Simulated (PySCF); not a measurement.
**Basis and Hamiltonian dependence of the excitation energy of Xe⁺**

Xe⁺ [Kr] 4d10 5s2 5p5 (2P) → Xe⁺ [Kr] 4d10 5s2 5p4 6s1 (4P). All values are computed (PySCF 2.14, energy differences of UHF-based or UKS calculations, no spin-orbit coupling). Values in eV.

```csv
basis,Hamiltonian,functions,UHF,r2SCAN,PBE0,MP2 (valence),CCSD(T) (valence)
"aug-cc-pVTZ-PP with one added diffuse shell each of d, f type with ECP28MDF",ECP,67,11.193,11.806,11.592,11.472,11.477
aug-cc-pVTZ-DK3,spin-free X2C,68,11.213,11.832,11.630,11.486,11.492
ANO-RCC-VTZP,spin-free X2C,68,17.423,17.384,17.000,17.432,17.216
"x2c-TZVPPall with one added diffuse shell each of s, p, d, f type",spin-free X2C,76,11.340,11.906,11.716,11.544,11.541
aug-cc-pVQZ-PP with ECP28MDF,ECP,92,11.161,11.800,11.578,11.561,11.594
aug-cc-pVQZ-DK3,spin-free X2C,102,11.172,11.821,11.610,11.569,11.602
"aug-cc-pwCVTZ-DK3 with one added diffuse shell each of s, p, d, f type",spin-free X2C,125,11.163,11.812,11.607,11.473,n/a
"x2c-QZVPPall with one added diffuse shell each of s, p, d, f type",spin-free X2C,128,11.176,11.829,11.618,11.570,n/a
dyall-av2z,non-relativistic,130,11.518,12.106,11.909,11.614,11.548
aug-cc-pV5Z-PP with ECP28MDF,ECP,139,11.158,11.796,11.575,11.607,n/a
```

Frozen in the all-electron rows: valence: [Kr] 4d10; with a core potential, the same shells as far as they lie outside it.

At UHF, ANO-RCC-VTZP lies more than 0.3 eV from the median of the rows with comparable relativity. Of these, ANO-RCC-VTZP has no diffuse functions of the l that the added or promoted electron needs.

Non-relativistic rows lack the scalar-relativistic shift.

Reference for a calculation without spin-orbit coupling: 11.353 eV (measured, between term centres; NIST).
